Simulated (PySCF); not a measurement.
# How methods differ on the ionisation energy of Hg⁵⁶⁺

Hg⁵⁶⁺ [Ar] 3d6 (5D) → Hg⁵⁷⁺ [Ar] 3d5 (6S), as a difference of total energies. Computed with PySCF 2.14 in an even-tempered Gaussian basis (17 s from 15 bohr⁻², ratio 2.5; 13 p from 19 bohr⁻², ratio 2.5; 7 d from 19 bohr⁻², ratio 2.5; 4 f from 73 bohr⁻², ratio 2.7; 3 g from 110 bohr⁻², ratio 2.7), with the spin-free X2C one-electron Hamiltonian (Gaussian nucleus). Correlated levels: outer shells: [Ne] frozen; virtual orbitals above 40 to 60 times the deepest correlated orbital energy dropped. The calculations carry no spin-orbit coupling.

```json
{"method": "UHF", "ionisation energy (eV)": "5659.0"}
{"method": "LDA", "ionisation energy (eV)": "5660.5"}
{"method": "PBE", "ionisation energy (eV)": "5662.2"}
{"method": "PBE0", "ionisation energy (eV)": "5662.0"}
{"method": "r2SCAN", "ionisation energy (eV)": "5662.6"}
{"method": "M06-2X", "ionisation energy (eV)": "5662.8"}
{"method": "B3LYP", "ionisation energy (eV)": "5662.5"}
{"method": "MP2 (outer shells)", "ionisation energy (eV)": "5660.2"}
{"method": "SCS-MP2 (outer shells)", "ionisation energy (eV)": "5660.5"}
```

Spin-orbit coupling is strong in these open shells (close to jj coupling). The scalar numbers leave it out and a first-order estimate fails, so it can dominate the gap to the real levels.

Breit and QED terms and the two-electron picture change are absent.

For comparison: 5636 ± 5 eV (theoretical estimate listed by NIST; NIST Atomic Spectra Database, ionization energies).
